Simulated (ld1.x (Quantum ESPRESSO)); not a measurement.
**What the settings do to the TM potential of tungsten**

Base potential:

| Quantity | Value |
| --- | --- |
| Element | W (Z = 74) |
| Generator | ld1.x (Quantum ESPRESSO) 7.5 |
| Type | norm-conserving Troullier–Martins (Kleinman–Bylander form) |
| Functional | PBEsol |
| Relativity | scalar-relativistic |
| Frozen core | [Kr] 4d10 4f14 |
| Valence charge | 14 |
| Reference configuration | 5s2 5p6 5d4 6s1.75 6p0.25 |
| Partial waves | 5p (bound): rc 1.60 bohr; 5d (bound): rc 2.65 bohr; 5s (bound): rc 1.60 bohr |
| Local potential | the s channel |
| Core correction | a·sin(br)/r model core inside 1.30 bohr |

Occupied shells without a wave of their own: 6p, 6s. They enter only through the test configuration that unscreens the potential, and ld1.x also counts them in the model core charge.

Cutoffs, loose and tight: the cutoffs (Ry, on a coarse ladder) from which the occupation-weighted sum of valence levels, in a spherical-Bessel basis at the reference potential, stays within 10 and 1 mRy of its value at 400 Ry. They do not see the model core or the augmentation charge, which bear on the density cutoff. Test errors are all-electron minus pseudo excitation energies from the reference, over the configurations 5s2 5p6 5d4 6s2 6p0; 5s2 5p6 5d4 6s1 6p0; 5s2 5p6 5d4 6s0 6p0; 5s2 5p6 5d4 6s0 6p2; 5s2 5p6 5d3 6s0 6p0; 5s2 5p6 5d4 6s1 6p1; 5s2 5p6 5d5 6s0 6p0. A dash means not determined; rows that change the core or the reference have their own tests.

With those shells counted twice in exchange and correlation these files are broken, and their errors move erratically; no question is asked of them.

| change | outcome | cutoff, loose | cutoff, tight | bound ghosts | largest test error (meV) |
| --- | --- | --- | --- | --- | --- |
| base | generated, misses its reference levels by 1.26 eV | 70 Ry | 100 Ry | none | -5319 |
| wave 5p (bound): rc 1.60 bohr becomes 5p (bound): rc 1.00 bohr | generated, misses its reference levels by 1.26 eV | 200 Ry | 300 Ry | none | -5314 |
| wave 5p (bound): rc 1.60 bohr becomes 5p (bound): rc 1.30 bohr | generated, misses its reference levels by 1.26 eV | 100 Ry | 140 Ry | none | -5313 |
| wave 5p (bound): rc 1.60 bohr becomes 5p (bound): rc 1.44 bohr | generated, misses its reference levels by 1.26 eV | 80 Ry | 110 Ry | none | -5316 |
| wave 5p (bound): rc 1.60 bohr becomes 5p (bound): rc 1.68 bohr | generated, misses its reference levels by 1.26 eV | 60 Ry | 90 Ry | none | -5321 |
| wave 5p (bound): rc 1.60 bohr becomes 5p (bound): rc 1.86 bohr | generated, misses its reference levels by 1.26 eV | 60 Ry | 90 Ry | none | -5326 |
| wave 5p (bound): rc 1.60 bohr becomes 5p (bound): rc 1.96 bohr | generated, misses its reference levels by 1.26 eV | 60 Ry | 80 Ry | none | -5328 |
| wave 5p (bound): rc 1.60 bohr becomes 5p (bound): rc 2.22 bohr | generated, misses its reference levels by 1.26 eV | 60 Ry | 90 Ry | none | -5333 |
| wave 5p (bound): rc 1.60 bohr becomes 5p (bound): rc 2.38 bohr | generated, misses its reference levels by 1.26 eV | 60 Ry | 80 Ry | none | -5333 |

Reading the sweep of the p radius (base included, trends over the rows without a ghost): The loose cutoff falls from 200 Ry at 1 to 60 Ry at 2.38 bohr. A larger radius leaves more room for a smooth pseudo-wave, so fewer plane waves are needed; a smaller one forces it to follow the all-electron wave where it bends sharply. The median size of the test errors (rows with all tests solved) stays near 2557.7 meV.
